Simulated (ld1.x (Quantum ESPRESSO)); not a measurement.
PW91 PAW dataset for Ir, non-relativistic all-electron reference.

Ir, PAW, made with ld1.x (Quantum ESPRESSO) 7.5 (PW91, non-relativistic). Core [Xe] 4f14, reference 5d7 6s2 6p0. Waves: 6s (bound): rcut 2.10, rcutus 2.90 bohr; 6s channel at 0.3 Ry: rcut 2.10, rcutus 2.90 bohr; 6p (bound, empty): rcut 2.65, rcutus 2.95 bohr; 6p channel at 3.75 Ry: rcut 2.65, rcutus 2.95 bohr; 5d (bound): rcut 1.65, rcutus 2.05 bohr; 5d channel at -0.3 Ry: rcut 1.65, rcutus 2.05 bohr; 5f channel at -0.15 Ry: rcut 1.85, rcutus 2.55 bohr. Local part: all-electron potential smoothed inside 1.90 bohr (lloc = -2). Core correction: Bessel-smoothed model core, default radius (core density twice the valence density). Augmentation charge: PSQ, inside the norm-conserving radii.

(1) Does this generation succeed?

Answers

(1) No. ld1.x (Quantum ESPRESSO) 7.5 stopped with "new_paw_hamiltonian: negative rho": the spherical valence density built from the smooth waves and the augmentation charge turned negative at some radius.
